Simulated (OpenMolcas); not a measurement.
## Se I: effect of correlating more closed shells

```json
{
  "Program": "OpenMolcas",
  "Basis": "ANO-RCC-VTZP [6s5p3d1f]",
  "Scalar Hamiltonian": "DKH2, point nucleus",
  "Active space": "4 electrons in 3 orbitals (4p)",
  "State averaging": "2S+1 = 3 even, 3 roots; 2S+1 = 1 even, 6 roots",
  "Spin-orbit coupling": "state interaction with AMFI integrals over the reference wave functions, term energies averaged over their components"
}
```

Methods on the same reference wave functions:
A. CASSCF
B. SS-CASPT2, IPEA 0.25 Eh, imaginary shift 0.1 Eh (closed shells correlated: 4s)
C. SS-CASPT2, IPEA 0.25 Eh, imaginary shift 0.1 Eh (closed shells correlated: 3d 4s)
D. SS-CASPT2, IPEA 0.25 Eh, imaginary shift 0.1 Eh (closed shells correlated: 3s 3p 3d 4s)

Energies in cm⁻¹ above 4s² 4p⁴ ³P₂, the measured ground level; measured values from NIST Handbook of Basic Atomic Spectroscopic Data.

```csv
Level,A,B,C,D,Measured
4s² 4p⁴ ³P₂,0.0,0.0,0.0,0.0,0.0
4s² 4p⁴ ³P₁,1809,1834,1833,1833,1989
4s² 4p⁴ ³P₀,2429,2410,2410,2410,2534
4s² 4p⁴ ¹D₂,11803,9860,9920,9890,9576
4s² 4p⁴ ¹S₀,27840,23480,23560,23500,22446
```

Deviations, from unrounded energies. A percentage is the sum of absolute deviations over the sum of measured energies, with the sign that they share, or ± where signs differ.

```json
{"Against measurement": "mean absolute deviation (cm-1)", "Levels": "4", "A": "2000", "B": "400", "C": "440", "D": "410"}
{"Against measurement": "fine structure of the ground term (%)", "Levels": "2", "A": "-6.3", "B": "-6.3", "C": "-6.3", "D": "-6.3"}
{"Against measurement": "other terms of the ground configuration (%)", "Levels": "2", "A": "+23.8", "B": "+4.1", "C": "+4.6", "D": "+4.3"}
```

B, D lie about equally close to measurement and A furthest from it. The largest miss of B in the table is 4s² 4p⁴ ¹S₀, by +1000 cm-1. The ranking rests on the paired levels alone, and a cruder setting can come out closer through cancelling errors.

Among B to D the level of the table that moves most is 4s² 4p⁴ ¹S₀, by 81 cm-1 (lowest in B, highest in C). Moves below CASPT2's spread within the term are not significant.

The mean deviations of B to D differ by less than CASPT2's widest spread within a term (170 cm-1), so their order carries little weight.

From A to B the spin-free energies of the other terms of 4s² 4p⁴ shown, above ³P, scale by factors of 0.81 to 0.83.

The lowest spin-free term lies below A's lowest term by 0.106 hartree in B, 0.159 hartree in C, 0.187 hartree in D.

What an inner shell adds also hangs on whether the basis holds functions to correlate it.

CASPT2 does not keep the components of a term degenerate, so their means are used; among the terms shown or strongly mixed into the levels shown the widest spread is 170 cm-1 (4s² 4p⁴ ¹D, D). With the s shell closed, the reference lacks s² → p² mixing. Without dynamic correlation excited terms often stand tens of per cent too high (terms of higher spin than the ground term too low), and those without a measured partner can miss by more than the paired ones (holds for A). Computed and measured levels are paired by configuration, term and J; levels that our copy of the source lacks, or whose pairing is in doubt (as where it misses far off the trend of its configuration), stay unpaired and out of the deviations. Levels of configurations outside the active space are missing.
